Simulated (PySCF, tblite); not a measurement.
Isomers of C7H15PSi, one GFN2-xTB conformer each. Single-point energies are computed at PBE0/pcSseg-1 (PySCF, gas phase, no added dispersion term), electronic only.

| SMILES | GFN2-xTB relative energy (kJ/mol) |
| --- | --- |
| C=CC(=C)[Si@H](P)CCC | 92.0 |
| C=C[Si@H](P)C1CCCC1 | 0.0 |
| C=C1C[Si@@H](P)[C@H]1C(C)C | 24.1 |
| C=C1C[Si@@H](P)[C@@H]1C(C)C | 32.4 |

Conformers: `[CH2:1]=[CH:2][C:3](=[CH2:4])[Si@H:5]([PH2:6])[CH2:7][CH2:8][CH3:9]` with C1–C2–C3–C4 -178°, C2–C3–Si5–P6 -174°, C3–Si5–P6–H -53° and 40°, C3–Si5–C7–C8 160°, Si5–C7–C8–C9 66°; `[CH2:1]=[CH:2][Si@H:3]([PH2:4])[CH:5]1[CH2:6][CH2:7][CH2:8][CH2:9]1` with C1–C2–Si3–P4 4°, C2–Si3–P4–H 71° and 164°, C2–Si3–C5–C6 -63°, Si3–C5–C6–C7 -165°, C5–C6–C7–C8 25°, C6–C7–C8–C9 1°, C7–C8–C9–C5 -26°; `[CH2:1]=[C:2]1[CH2:3][Si@@H:4]([PH2:5])[C@H:6]1[CH:7]([CH3:8])[CH3:9]` with C3–Si4–P5–H -100° and -7°, Si4–C6–C7–C8 -67°; `[CH2:1]=[C:2]1[CH2:3][Si@@H:4]([PH2:5])[C@@H:6]1[CH:7]([CH3:8])[CH3:9]` with C3–Si4–P5–H 148° and 55°, Si4–C6–C7–C8 -164°, C1–C2–C3–Si4 159°, C2–C3–Si4–P5 -105°, C3–Si4–C6–C7 105°, C1–C2–C6–Si4 -159°.

Question: What does PBE0/pcSseg-1 give for the same structures?

Answer: 
| SMILES | PBE0/pcSseg-1 E (Eh) | PBE0/pcSseg-1 (kJ/mol) | GFN2-xTB (kJ/mol) | point group |
| --- | --- | --- | --- | --- |
| C=C[Si@H](P)C1CCCC1 | -905.95571 | 0.0 | 0.0 | C1 |
| C=C1C[Si@@H](P)[C@@H]1C(C)C | -905.93684 | 49.5 | 32.4 | C1 |
| C=CC(=C)[Si@H](P)CCC | -905.93365 | 57.9 | 92.0 | C1 |
| C=C1C[Si@@H](P)[C@H]1C(C)C | -905.93286 | 60.0 | 24.1 | C1 |

Both levels put the same isomer lowest; measured from each level's own lowest isomer, the values differ by up to 35.9 kJ/mol (C=C1C[Si@@H](P)[C@H]1C(C)C: 24.1 against 60.0). As drawn, the highest has a four-membered ring, which the lowest lacks. Neighbours under 10 kJ/mol apart (C=C1C[Si@@H](P)[C@@H]1C(C)C and C=CC(=C)[Si@H](P)CCC; C=CC(=C)[Si@H](P)CCC and C=C1C[Si@@H](P)[C@H]1C(C)C) can change places with a better method, another conformer or zero-point energy. C=C1C[Si@@H](P)[C@@H]1C(C)C and C=C1C[Si@@H](P)[C@H]1C(C)C are stereoisomers, 10.5 kJ/mol apart in the conformers taken.

Question: Which frontier levels, dipoles and rotational constants go with these structures?

Answer: 
```json
{"SMILES": "C=C[Si@H](P)C1CCCC1", "HOMO (eV, PBE0/pcSseg-1)": "-7.31", "LUMO (eV)": "-0.32", "dipole (D)": "1.06", "A, B, C (MHz)": "1830, 683.1, 535.3"}
{"SMILES": "C=C1C[Si@@H](P)[C@@H]1C(C)C", "HOMO (eV, PBE0/pcSseg-1)": "-6.96", "LUMO (eV)": "0.02", "dipole (D)": "1.09", "A, B, C (MHz)": "1603, 769.4, 596.6"}
{"SMILES": "C=CC(=C)[Si@H](P)CCC", "HOMO (eV, PBE0/pcSseg-1)": "-6.98", "LUMO (eV)": "-1.01", "dipole (D)": "1.42", "A, B, C (MHz)": "1410, 794.5, 566.7"}
{"SMILES": "C=C1C[Si@@H](P)[C@H]1C(C)C", "HOMO (eV, PBE0/pcSseg-1)": "-7.05", "LUMO (eV)": "-0.14", "dipole (D)": "0.71", "A, B, C (MHz)": "1389, 985.5, 712.3"}
```

Question: What happens when harmonic zero-point energies from GFN2-xTB frequencies are added?

Answer: 
| SMILES | ZPE (kJ/mol) | electronic (kJ/mol) | with ZPE (kJ/mol) |
| --- | --- | --- | --- |
| C=C[Si@H](P)C1CCCC1 | 517.0 | 0.0 | 0.0 |
| C=C1C[Si@@H](P)[C@@H]1C(C)C | 512.5 | 49.5 | 45.1 |
| C=CC(=C)[Si@H](P)CCC | 507.6 | 57.9 | 48.5 |
| C=C1C[Si@@H](P)[C@H]1C(C)C | 512.4 | 60.0 | 55.4 |

The zero-point energies span 9.4 kJ/mol. The order is unchanged.

Question: As an exercise, what shares would exp(−E/RT) give at 2000 K from these electronic energies alone (no entropy, no degeneracies)?

Answer: RT = 16.629 kJ/mol: C=C[Si@H](P)C1CCCC1 90.2 %, C=C1C[Si@@H](P)[C@@H]1C(C)C 4.6 %, C=CC(=C)[Si@H](P)CCC 2.8 %, C=C1C[Si@@H](P)[C@H]1C(C)C 2.4 %.
